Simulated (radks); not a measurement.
Task: The molybdenum ion Mo+, [Kr] 4d5. Calculated with a radial shooting solver on a logarithmic mesh with Libxc functionals: non-relativistic Kohn-Sham, exchange-only LDA, spin-polarised, spherical densities, point nucleus. Every spin shell is full or empty, so the densities are truly spherical. Functionals are evaluated on that one density, not self-consistently. Rank these exchange functionals by their error against the exact value of the orbitals, and give that value: LDA, B88, PBE, RPBE, APBE, TPSS, revTPSS, r2SCAN, Tao-Mo.

Result: Exact: -119.537 hartree. From best to worst, with 100 (|E| - |E exact|)/|E exact| (equal figures are ties): r2SCAN -0.05, B88 +0.06, TPSS -0.18, RPBE -0.18, APBE +0.38, PBE -0.41, Tao-Mo -0.73, revTPSS -0.86, LDA -5.19.
